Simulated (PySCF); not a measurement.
GaFBr₂, SMILES [F][Ga]([Br])[Br]. The structure is a stationary point at PBE-D3(BJ)/def2-SVP. The structure was generated by enumeration; whether it is a known compound was not checked.

**Question.** Give the equilibrium geometry at PBE-D3(BJ)/def2-SVP (PySCF confirms it by a frequency run) as Cartesian coordinates in Å, and its point group. (The exact figures need the calculation; the answer reports its results.)

**Answer.** point group C2v.
```xyz
4

Ga     0.0000     0.0000    -0.5340
F      0.0000     0.0000    -2.2921
Br     0.0000    -2.0083     0.5312
Br     0.0000     2.0083     0.5312
```
